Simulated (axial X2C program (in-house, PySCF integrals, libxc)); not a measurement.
Excited states of AlBr by EOM-EE-CCSD

Calculated with an in-house all-electron X2C program for linear molecules (integrals from PySCF): two-component X2C with atomic mean-field Coulomb and Gaunt terms, Gaussian nuclei, basis Br dyall-acv3z, Al dyall-av3z with contracted cores.

R = 2.321 Å (near the PBE0 minimum at charge 0 of the determinant lowest at the starting distance; the state shown can have its own minimum elsewhere).

Vertical excitation energies from the closed-shell determinant state of AlBr:

```csv
Ω,excitation (eV),cm⁻¹,hole of the leading pair,particle of the leading pair,weight of the pair (for Ω = 0 its time-reversed partner can hold as much again),singles weight
0⁻,2.866,23115,"54% Al sσ, 24% Al pσ, 13% Br pσ","79% Al pπ, 8% Br dπ, 7% Al dπ",0.48,0.97
0⁺,2.867,23121,"54% Al sσ, 24% Al pσ, 13% Br pσ","79% Al pπ, 8% Br dπ, 7% Al dπ",0.48,0.97
1,2.879,23218,"53% Al sσ, 24% Al pσ, 14% Br pσ","79% Al pπ, 8% Br dπ, 7% Al dπ",0.49,0.97
2,2.892,23324,"53% Al sσ, 24% Al pσ, 14% Br pσ","79% Al pπ, 8% Br dπ, 7% Al dπ",0.97,0.97
1,4.497,36273,"37% Al sσ, 27% Al pσ, 27% Br pσ","76% Al pπ, 12% Br dπ, 6% Br pπ",0.46,0.92
0⁻,5.228,42166,"48% Al sσ, 25% Al pσ, 18% Br pσ","49% Al pσ, 30% Al dσ, 10% Br sσ",0.47,0.96
1,5.229,42173,"48% Al sσ, 25% Al pσ, 18% Br pσ","49% Al pσ, 30% Al dσ, 10% Br sσ",0.95,0.96
1,5.608,45233,84% Br pπ,"72% Al pπ, 16% Br dπ, 8% Br pπ",0.74,0.91
0⁻,5.615,45285,84% Br pπ,"73% Al pπ, 16% Br dπ, 8% Br pπ",0.36,0.91
```

This point took 28 s on 1 thread of Intel(R) Xeon(R) Processor @ 2.30GHz (shared host).

Reference electrons by ω block (each with its −ω partner): 1/2: 17, 3/2: 6, 5/2: 1. 10 electrons of AlBr correlated (inner shells frozen), 88 natural virtual spinors (a truncated set); levels can be off by some tenths of an eV. Roots sought by Ω: (0: 5, 1: 4, 2: 3, 3: 1); rows need 60 % singles weight and stop where some Ω has no more roots. Missing are any skipped roots, higher Ω and states of a further excitation; these come out far too high here and may in truth be low or lowest. T1 of the reference 0.012 (Lee–Taylor). Number of frozen shells: Br 3 s, 2 p, 1 d; Al 2 s, 1 p.
